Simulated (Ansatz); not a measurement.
This Ansatz (an electronic-structure program) input (PBE/aug-pcseg-1) gives -2077.59718 Eh with 54 basis functions. A basis named .json is the Basis Set Exchange file of that set (core-valence sets with the plain set on hydrogen).

Ansatz 0.2 input:
```yaml
crystal:
  periodic: [false, false, false]
  atoms:
    - {symbol: Ge, position_ang: [-0.00295088, -0.00102521, 0.06606827]}
    - {symbol: H, position_ang: [0.03968345, -1.12074649, -1.07507425]}
    - {symbol: H, position_ang: [0.05474478, 1.15355319, -1.03911028]}
basis:
  gaussian:
    orbitals: aug-pcseg-1.json
hamiltonian:
  xc: {name: PBE}
magnetization: {spin_polarized: false}
```

Change:
```diff
- orbitals: aug-pcseg-1.json
+ orbitals: def2-TZVPP
```

**Question.** What does the run give now?

**Answer.** -2077.82236 Eh (PBE/def2-TZVPP, 76 functions), a change of -225.18 mEh.
